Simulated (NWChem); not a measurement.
Molecule: BP2H5; SMILES PBP

Results from NWChem. The geometry was optimised at PBE-D3(BJ)/def2-SVP. One conformer.

Isotropic polarisabilities at PBE0/aug-cc-pVDZ: 76.36 bohr³ (static) and 77.73 bohr³ at ω = 0.0428 Ha (1065 nm).

Fit one effective oscillator, α(ω) = α(0)/(1 − ω²/ω₀²), predict α at ω = 0.0773 Ha (589 nm) and compare with a run.


1. 1 − α(0)/α(ω) = 0.0176 = (ω/ω₀)², so ω₀ = 0.322 Ha = 8.8 eV.
2. At the second frequency, (ω/ω₀)² = 0.057 and α = 81.0 bohr³.
3. The run gives 81.3 bohr³, a difference of 0.3 %.
